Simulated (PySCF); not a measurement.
# `[SiH3]/C1=C/CC/C=C\CC1`, C8H14Si

Geometry:
```
atom   x (Å)   y (Å)   z (Å)
 Si1   2.744  -0.690   0.875
  C2   1.077  -0.529   0.035
  C3   0.159  -1.489   0.257
  C4  -1.249  -1.643  -0.239
  C5  -1.963  -0.416  -0.811
  C6  -2.080   0.722   0.166
  C7  -1.169   1.654   0.473
  C8   0.217   1.866  -0.058
  C9   0.883   0.712  -0.812
 H10   3.845  -0.758  -0.139
 H11   2.787  -1.916   1.730
 H12   3.027   0.509   1.729
 H13   0.467  -2.324   0.902
 H14  -1.259  -2.454  -0.992
 H15  -1.846  -2.039   0.602
 H16  -1.481  -0.093  -1.743
 H17  -2.977  -0.731  -1.103
 H18  -3.027   0.771   0.716
 H19  -1.469   2.392   1.227
 H20   0.861   2.143   0.796
 H21   0.213   2.763  -0.706
 H22   1.870   1.071  -1.152
 H23   0.335   0.482  -1.734
```

Computed with quadratic response CAM-B3LYP/def2-SVPD first hyperpolarisability, Taylor convention, gas phase in PySCF 2.14.0. Geometry: PBE0-D3(BJ)/def2-SVP.

Give the tensor of the second harmonic β(−2ω;ω,ω) at 1907 nm in the axes of these coordinates.

In au, Taylor convention; rows are the first index (the induced dipole):
```
       xx     yy     zz     xy     xz     yz
x  -144.0   -6.4  -34.0  +19.5  -39.7  +12.6
y   +19.1  +10.7   +6.3   -6.4  +12.5  -15.3
z   -39.5  -15.1  -33.6  +12.5  -33.6   +6.2
```
Norm of βᵢ = ⅓ Σⱼ (βᵢⱼⱼ + βⱼᵢⱼ + βⱼⱼᵢ): 207.5 au, hyper-Rayleigh value 80.2 au.
